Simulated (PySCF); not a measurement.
From one molecule to another.

First species: C3H4F2O2S.
Structure used (GFN2-xTB), in Å, numbered top down from 1:
```xyz
12
C3H4F2O2S angstrom
O     -0.4024    2.0395    0.1346
S     -0.4715    0.8155   -0.6053
O     -0.9477    0.8609   -1.9530
C      1.1482    0.0264   -0.6246
C      1.7523   -0.3082    0.4950
F      1.1846   -0.1130    1.6836
C     -1.5204   -0.3647    0.3567
F     -1.1456   -1.6163   -0.0085
H      1.5755   -0.1332   -1.5951
H      2.7287   -0.7689    0.5850
H     -1.3364   -0.2292    1.4216
H     -2.5639   -0.2094    0.0840
```

Second species: 1,2-difluoroethane, C2H4F2.
Geometry (GFN2-xTB, Å), atoms numbered from 1 in this order:
```
atom  x, y, z in Å
F1     1.1751    1.1860    0.5632
C2     0.7555    0.0620   -0.0986
C3    -0.7351   -0.1655    0.1081
F4    -1.4673    0.5334   -0.8155
H5     1.3318   -0.7751    0.3063
H6     0.9805    0.2089   -1.1593
H7    -1.0473    0.1818    1.0977
H8    -0.9841   -1.2222   -0.0266
```

Levels: PBE0/def2-SVPD for dipole moment, HOMO energy, LUMO energy, HOMO–LUMO gap, static isotropic polarisability and electronic spatial extent ⟨r²⟩ about the centre of nuclear charge; TDDFT PBE0/def2-SVPD for lowest singlet excitation; TDA PBE0/def2-SVPD for lowest triplet excitation (Tamm–Dancoff); GFN2-xTB for rotational constant A and rotational constant C. Geometries: GFN2-xTB. Each species is one conformer at its optimised geometry, gas phase, non-relativistic unless stated. Electronic properties by PySCF.

Dipoles, sizes and rotational constants follow the conformer. The torsions of the flexible species, by atom-mapped SMILES:
- `[O:1]=[S:2](=[O:3])(/[CH:4]=[CH:5]\[F:6])[CH2:7][F:8]`: O1–S2–C4–C5 59°, O1–S2–C7–F8 -155°
- `[F:1][CH2:2][CH2:3][F:4]`: F1–C2–C3–F4 86°

| property | column X | column Y |
| --- | --- | --- |
| dipole moment | 3.71 D | 2.39 D |
| HOMO energy | -8.78 eV | -9.62 eV |
| LUMO energy | -1.55 eV | 0.75 eV |
| HOMO–LUMO gap | 7.23 eV | 10.37 eV |
| lowest singlet excitation | 5.86 eV | 9.11 eV |
| lowest triplet excitation (Tamm–Dancoff) | 4.26 eV | 8.79 eV |
| static isotropic polarisability | 64.4 au | 28.8 au |
| electronic spatial extent ⟨r²⟩ about the centre of nuclear charge | 963 bohr² | 293 bohr² |
| rotational constant A | 2.258 GHz | 19.378 GHz |
| rotational constant C | 1.311 GHz | 4.247 GHz |

(1) Which column belongs to which species?

(2) How does each property change from the first species to the second?

## Answers

(1) Column X is the first species and column Y the second. The first has 12 atoms and 72 electrons, the second 8 and 34.

(2) dipole moment -1.32 D; HOMO energy -0.84 eV; LUMO energy +2.30 eV; HOMO–LUMO gap +3.14 eV; lowest singlet excitation +3.25 eV; lowest triplet excitation (Tamm–Dancoff) +4.53 eV; static isotropic polarisability -35.6 au; electronic spatial extent ⟨r²⟩ about the centre of nuclear charge -670 bohr²; rotational constant A +17.120 GHz; rotational constant C +2.936 GHz.

On the first: The principal polarisabilities are 56.2, 62.0 and 75.0 au; their mean is the isotropic value. The dipole equals about 12.4 × 10⁻³⁰ C·m (1 D = 3.33564 × 10⁻³⁰ C·m).

On the second: The principal polarisabilities are 27.7, 28.2 and 30.4 au; their mean is the isotropic value. The dipole matches unit charges of opposite sign 0.50 Å apart (1 e·Å = 4.8032 D).
